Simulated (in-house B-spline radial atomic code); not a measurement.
**RPA and G0W0 on BLYP: Tc+**

Configuration [Kr] 4d5 5s1, highest spin, mean-field start BLYP. Computed with a B-spline radial code for spherical atoms: all electrons, scalar-relativistic (spin-free one-electron X2C), finite nucleus, each spin shell either full or empty, empty states to l = 9 with an (l + 1/2)⁻⁴ tail; G0W0 by contour deformation at full frequency.

RPA overbinds a lone outer s electron by self-correlation, and G0W0 tends to as well.

Command:
```bash
python run_gw.py task.json out
```
Settings (radii: box in bohr, nucleus in fm):
```
Z                        43
electrons                42
configuration            [Kr] 4d5 5s1
hamiltonian              x2c
method                   b88,lyp
lmax                     9
rms_radius               4.41117
spin_polarised           True
box_radius               23.78
intervals                70
ion_configuration        [Kr] 4d5
```

Run time, properties included: 12 s on 1 thread of Arm Neoverse V1, with other jobs on the host.

Energies (hartree):

```
                                     term        value
                         mean-field total  -4285.21335
Hartree-Fock functional on these orbitals  -4282.86242
                      direct second order      -3.6175
                    second-order exchange       1.0667
                         SOSEX correction      0.97722
```

(1) What is the RPA correlation energy, and what remains with SOSEX?

Quasi-particle levels (eV):

| level | occupied | mean field | Σx - vxc | Σc | QP weight | G0W0 |
| --- | --- | --- | --- | --- | --- | --- |
| 5s up | yes | -11.945 | -2.71 | ? | ? | ? |
| 4d down | no | -11.741 | 8.94 | -4.83 | 0.831 | -7.639 |

G0W0 = mean field + (Σx - vxc) + Σc, with Σc (partial-wave tail included) taken at the quasi-particle energy. Only the outer levels were computed. Levels of low weight are left out.

(2) Where does G0W0 put 5s up?

(3) What does it cost to remove one electron (to [Kr] 4d5) by differences of total energies, each species on its own start (correlation terms add to the Hartree-Fock functional)?

Results:

(1) RPA gives -3.1476 hartree (-2.04 eV per electron); RPA + SOSEX gives -2.1704, and the second-order doubles -2.5507 hartree (no singles). RPA lacks exchange-type terms and so overcorrelates at short range.

(2) At -15.933 eV, with Σc = -1.28 eV and a quasi-particle weight of 0.917. The tabulated removal energy is 15.260 eV (NIST, semi-empirical); the calculation leaves out spin-orbit coupling, Breit and QED terms, and what these don't explain is the method's own error.

(3) BLYP 15.432 eV, Hartree-Fock functional 14.202 eV, + RPA 15.844 eV, + RPA + SOSEX 15.008 eV, + second order 15.886 eV. Tabulated: 15.260 eV (NIST, semi-empirical); the calculation leaves out spin-orbit coupling, Breit and QED terms, and what these don't explain is the method's own error.
